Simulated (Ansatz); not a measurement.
`B[SiH](F)BCl` + CH₃OH → `B[SiH](F)OC` + `BCl` at 700 K and 1 bar (cleavage of the Si–B bond).

Program: Ansatz. Geometries: PBE0-D4/def2-TZVP. ΔE: electronic, gas phase. CCSD(T)/CBS adds triple-zeta CCSD(T) − MP2 to the extrapolated MP2 energy (def2 sets, frozen cores). This one scheme is used for every species. One conformer a species, not always the lowest.

```json
{"species": "`B[SiH](F)BCl`", "CCSD(T)/CBS energy (Eh)": "-900.68555", "H − E (kJ/mol)": "198.1", "S (J/(mol·K))": "481.3"}
{"species": "CH₃OH", "CCSD(T)/CBS energy (Eh)": "-115.61712", "H − E (kJ/mol)": "170.8", "S (J/(mol·K))": "288.5"}
{"species": "`B[SiH](F)OC`", "CCSD(T)/CBS energy (Eh)": "-530.56175", "H − E (kJ/mol)": "278.0", "S (J/(mol·K))": "487.3"}
{"species": "`BCl`", "CCSD(T)/CBS energy (Eh)": "-485.78909", "H − E (kJ/mol)": "86.3", "S (J/(mol·K))": "276.7"}
```

H − E and S are ideal-gas, rigid-rotor, harmonic terms from PBE0-D4/def2-TZVP, for one conformer and one mirror image of each species. 1 Eh = 2625.50 kJ/mol, R = 8.31446 J/(mol·K).

Q: By hand: ΔE, ΔH, ΔS and ΔG.

A: ΔE = (-530.56175) + (-485.78909) − (-900.68555) − (-115.61712) = -0.04817 Eh = -126.5 kJ/mol. Δ(H − E) = 278.0 + 86.3 − 198.1 − 170.8 = -4.6, so ΔH = -131.1 kJ/mol. ΔS = 487.3 + 276.7 − 481.3 − 288.5 = -5.8 J/(mol·K). ΔG = -131.1 − 700 × (-5.8)/1000 = -127.0 kJ/mol.

Q: By hand: the equilibrium constant, and the temperature at which ΔG would vanish if ΔH and ΔS stayed fixed.

A: log₁₀ K = −ΔG/(RT ln 10) = 9.5. ΔG = 0 at ΔH/ΔS = 22603 K, far beyond where these terms or the molecules hold.

The number of gas molecules stays the same, so ΔS is small and ΔH decides. A doubt of 5 kJ/mol in ΔE shifts log₁₀ K by 0.4 here. Other conformers and mirror images would add mixing entropy, several J/(mol·K) or more a flexible species. These are equilibria of isolated gas molecules and say nothing of rates. Largest T1 diagnostic: 0.014 (customary marks: 0.02 for closed shells, 0.045 for open ones).
